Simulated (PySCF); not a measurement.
# One molecule, several mistakes: Al2BH4N

These are calculations, not measurements. They come from PySCF 2.14.0, an open-source quantum chemistry program, on an isolated molecule that a program drew, which may never have been made. The molecule is Al2BH4N (charge 0, singlet), drawn as the SMILES string `B=[N][AlH][AlH2]`.

Each row is a Hartree-Fock (HF) and frozen-core CCSD(T) single point in the cc-pV(D+d)Z basis, meant for a local HF minimum. Run 1 is clean. Each other run has one planted mistake out of seven kinds, and not every kind appears here: one electron removed, one electron added, multiplicity raised by two, geometry at a saddle point, minimal basis STO-3G, one bond length entered in bohr, all coordinates scaled. The reference is restricted for singlets and unrestricted otherwise, and also for a bond in bohr. Adding or removing an electron swaps singlet and doublet. Electrons count all cores. HOMO and LUMO are orbital energies over both spins, the gradient is its largest component, and the lowest frequency (negative if imaginary) is given only where the gradient is small. Bond lengths are over the 7 bonds as drawn. T1 is the CCSD diagnostic: over 0.02 (restricted) or 0.045 (unrestricted) a single reference is doubtful.

Geometry of the clean run:
```xyz
8
Al2BH4N, angstrom
B    -3.9011    0.6908    0.9745
N    -2.9254    0.8732    0.2190
Al   -1.5279    1.1270   -0.8583
Al    0.3410   -0.7033   -0.9718
H    -4.8182    0.5184    1.6852
H    -1.5137    2.4768   -1.6935
H     1.6037   -0.6892   -0.0043
H     0.2840   -1.9126   -2.0038
```

| run | electrons | basis functions | <S^2> | HOMO (eV) | LUMO (eV) | gradient (hartree/bohr) | lowest frequency (cm^-1) | mean bond (Å) | longest bond (Å) | T1 | HF (hartree) | CCSD(T) (hartree) | mistake |
|---|---|---|---|---|---|---|---|---|---|---|---|---|---|
| 1 | 42 | 94 | 0.000 | -8.93 | 0.80 | 6.8e-06 | 61 | 1.6558 | 2.618 | 0.0160 | -565.33578 | -565.75365 | no fault |
| 2 | 42 | 94 | 0.000 | -8.86 | 0.67 | 5.9e-02 | - | 1.7584 | 2.781 | 0.0185 | -565.30965 | -565.73805 | all coordinates scaled |
| 3 | 42 | 94 | 1.483 | -8.90 | 0.52 | 2.8e-02 | - | 1.8143 | 2.618 | 0.0807 | -565.03181 | -565.43441 | one bond length entered in bohr |
| 4 | 43 | 94 | 0.769 | -0.22 | 5.38 | 3.0e-02 | - | 1.6558 | 2.618 | 0.0180 | -565.32426 | -565.76188 | ? |

**Which mistake was planted in run 4, and what did it cost?**

It counts 43 electrons, one more than the clean run, at the same geometry and basis. So the mistake is: one electron added. Subtracting run 1 and multiplying by 627.51 kcal/mol a hartree, the energy moved by 7.2 kcal/mol in HF and -5.2 kcal/mol in CCSD(T).

Cautions from the logs. Run 3: T1 is over the limit, so its CCSD(T) energy is less reliable.
